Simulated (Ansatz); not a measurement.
The same path of GaH3O + H2 (7 atoms, charge 0, multiplicity 1) was run 3 times with different band settings. Lost on the way: H5–H6. Made: Ga1–H6, O2–H5.

The calculation used UKS PBE0-D4/def2-SVP in Ansatz.

Relaxed end points:

```xyz
7
Properties=species:S:1:pos:R:3
Ga -0.599 -0.552 0.231
O -1.098 1.029 -0.446
H -0.654 -1.715 -0.805
H -0.232 -0.623 1.754
H 1.668 0.348 -0.629
H 2.017 -0.241 -0.291
H -1.102 1.754 0.187
```

```xyz
7
Properties=species:S:1:pos:R:3
Ga 0.100 -0.915 0.284
O -0.376 1.040 -0.550
H -0.667 -1.838 -0.731
H -0.543 -0.601 1.695
H 0.392 1.410 -1.003
H 1.669 -0.750 0.136
H -0.576 1.653 0.169
```

Common settings: optimiser quadratic models (default); start path through a guess of the saddle point; force threshold 0.03 eV/Å; iteration limit 60; end points relaxed.

| run | movable images | climbing image | spring |
| --- | --- | --- | --- |
| 1 | 7 | yes | 5.0 eV/Å² |
| 2 | 3 | no | 5.0 eV/Å² |
| 3 | 7 | yes | 20.0 eV/Å² |

Task: What does each run give, and how far can it be trusted?

Result: Run 1: converged after 12 iterations, highest image 0.760 eV above the first end. A vibrational analysis at the climbing image gives one clearly imaginary mode, 1192i cm⁻¹: a first-order saddle point.
Run 2: converged after 10 iterations, highest image 0.759 eV above the first end. No image climbed, so the highest image needn't sit at the top of the path. So few images can step over the top or miss a turn of the path.
Run 3: converged after 12 iterations, highest image 0.760 eV above the first end. Another band between the same ends (7 images) ends at a top of the same energy, where a vibrational analysis finds 1 clearly imaginary mode.
The orbitals stay closed-shell, which can raise the energy where a bond breaks towards radicals; this wasn't checked here.
